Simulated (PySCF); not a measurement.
An equivalent PySCF input for Sb (antimony, neutral), [Kr] 4d10 5s2 5p3, high-spin 4S determinant, with a scalar-relativistic core potential:

```python
from pyscf import gto, scf, dft, mp, cc
import basis_set_exchange as bse
txt = bse.get_basis("aug-cc-pVDZ-PP", elements=["Sb"], fmt="nwchem", header=False)
cut = txt.index("\nECP")
mol = gto.M(atom="Sb 0 0 0", charge=0, spin=3, symmetry="D2h",
            basis=gto.basis.parse(txt[:cut]),
            ecp={"Sb": gto.basis.parse_ecp(txt[cut:])})
mf = dft.UKS(mol, xc="M06L")
mf.irrep_nelec = {'Ag': (4, 4), 'B1g': (1, 1), 'B2g': (1, 1), 'B3g': (1, 1), 'B1u': (2, 1), 'B2u': (2, 1), 'B3u': (2, 1)}
mf.kernel()
```

It reaches the same state as the run whose output follows, with an energy that differs only through the grid. The run itself started from symmetry-adapted Hartree-Fock orbitals and held the occupation by maximum overlap, on a logarithmic radial grid, so the iterations belong to that start.

```
SCF conv_tol = 1e-09
number electrons alpha = 13  beta = 10
XC functionals = M06L
    Y. Zhao and D. G. Truhlar.,  J. Chem. Phys. 125, 194101 (2006)
    Y. Zhao and D. G. Truhlar.,  J. Chem. Phys. 125, 194101 (2006)
    Y. Zhao and D. G. Truhlar.,  Theor. Chem. Acc. 120, 215 (2008)
cycle= 1 E= -240.359448039663  delta_E= -0.00262  |g|= 0.0119  |ddm|= 0.246
cycle= 2 E= -240.359483798945  delta_E= -3.58e-05  |g|= 0.00604  |ddm|= 0.0403
cycle= 3 E= -240.359498380837  delta_E= -1.46e-05  |g|= 0.000514  |ddm|= 0.0186
cycle= 4 E= -240.359498564962  delta_E= -1.84e-07  |g|= 4.07e-05  |ddm|= 0.00243
cycle= 5 E= -240.359498567172  delta_E= -2.21e-09  |g|= 6.78e-06  |ddm|= 0.000255
cycle= 6 E= -240.359498567297  delta_E= -1.25e-10  |g|= 1.22e-07  |ddm|= 5.69e-05
converged SCF energy = -240.359498567297  <S^2> = 3.7515048  2S+1 = 4.0007523
```

Energies and moments cover only the electrons outside the core potential.
